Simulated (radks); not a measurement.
Task: These are the eigenvalues of the occupied orbitals of an atom or ion with whole-number occupations (hartree). Method: Dirac Kohn-Sham, relativistic LDA (MacDonald-Vosko exchange, VWN5 correlation), spin-unpolarised, spherical densities, finite nucleus; Fermi nuclear charge, rms radius of each element as measured or else 0.836 A^(1/3) + 0.57 fm; computed with a radial shooting solver on a logarithmic mesh with Libxc functionals.

orbital  eigenvalue
1s1/2     -100.5760
2s1/2      -9.23806
2p1/2      -7.07896
2p3/2      -7.01689
3s1/2      -0.75962
3p1/2      -0.32297
3p3/2      -0.31832

Which element is it, and in what charge state? The configuration may be excited. Open shells, if any, are shared by 2j + 1.

Result: Z = 17, chlorine, charge 0: Cl in [Ne] 3s2 3p5. The list shows which subshells hold electrons but not how many an open one holds; the 1s level, -100.58 hartree, gives Z - s = 14.2 by -(Z - s)^2/2, which with screening and relativity narrows Z to a few neighbours, and the depths of the outer levels then fix element, charge and occupations together.
